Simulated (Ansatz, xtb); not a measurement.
C5H6OS: which of two isomers lies lower

Structure I: `CC#C/C(S)=C\O`, a singlet. Structure II: `CC#CC(=S)CO`, a singlet. Both are isolated molecules in the gas phase, relaxed with B3LYP/def2-SVP; the shapes shown needn't be the lowest conformers.

I (Å):

```xyz
13

C    -1.9296    1.3088    1.1047
C    -1.3388    0.7351   -0.0988
C    -0.8629    0.2487   -1.1097
C    -0.2959   -0.3167   -2.2885
C     1.0265   -0.1648   -2.5506
O     1.8961    0.5039   -1.7687
S    -1.4453   -1.2097   -3.3417
H    -3.0056    1.0737    1.1563
H    -1.8284    2.4070    1.1241
H    -1.4585    0.9102    2.0190
H    -0.5520   -1.5238   -4.3088
H     1.5045   -0.5824   -3.4404
H     1.4130    0.8490   -0.9980
```

II (Å):

```xyz
13

C    -1.4879    2.7480    0.2820
C    -1.2173    1.5012   -0.4162
C    -1.0118    0.4544   -1.0063
C    -0.7428   -0.7579   -1.6899
C     0.7232   -1.0747   -1.9472
O     0.9561   -2.2646   -2.6140
S    -1.9312   -1.7839   -2.1893
H    -2.4196    2.6828    0.8673
H    -0.6654    3.0131    0.9662
H    -1.6032    3.5752   -0.4388
H     1.2289   -1.0574   -0.9573
H     1.1403   -0.2075   -2.5041
H     0.0791   -2.6638   -2.7866
```

Q: Estimate E(II) − E(I) at the level CCSD(T)/def2-SVP + ΔMP2/def2-TZVPP.

A: CCSD(T)/def2-SVP + ΔMP2/def2-TZVPP gives E(II) − E(I) = −4.30 kJ/mol, slightly favouring structure II, which is too small a margin to settle the true order.

The same difference at several levels:

| level | geometry | E(II) − E(I) (kJ/mol) | departure from the last row (kJ/mol) | job, with rough time for the two |
| --- | --- | --- | --- | --- |
| GFN2-xTB | GFN2-xTB | +3.44 | +7.74 | optimisation, 0.3 s |
| HF/STO-3G | GFN2-xTB | +30.33 | +34.63 | single point, 0.61 s |
| r2SCAN-D4/def2-SVP | GFN2-xTB | −7.91 | −3.61 | single point, 6.9 s |
| B3LYP/def2-SVP | B3LYP/def2-SVP | −4.15 | +0.15 | optimisation, 3.1 min |
| HF/def2-SVP | B3LYP/def2-SVP | +4.34 | +8.64 | part of the CCSD(T) run |
| MP2/def2-SVP | B3LYP/def2-SVP | −5.98 | −1.68 | part of the CCSD(T) run |
| CCSD(T)/def2-SVP | B3LYP/def2-SVP | −4.27 | +0.03 | single point |
| CCSD(T)/def2-SVP + ΔMP2/def2-TZVPP | B3LYP/def2-SVP | −4.30 |  | single point, 2.1 min |

As drawn, II has 1 C–C, 1 C=S, 1 C–H in place of 1 C–S, 1 C=C, 1 S–H.

GFN2-xTB, HF/STO-3G, HF/def2-SVP put the two in the other order. The largest departure from CCSD(T)/def2-SVP + ΔMP2/def2-TZVPP is that of HF/STO-3G, 34.63 kJ/mol. A small imaginary or near-zero mode remains, so no thermal terms are given. The last row adds to CCSD(T) the change of the MP2 difference between the two basis sets, here −0.03 kJ/mol.

The correlated steps freeze 11 core orbitals. Codes used: Ansatz 0.2.0, xtb 6.7.1; the last row on 2 threads of Arm Neoverse V1 on a shared host.
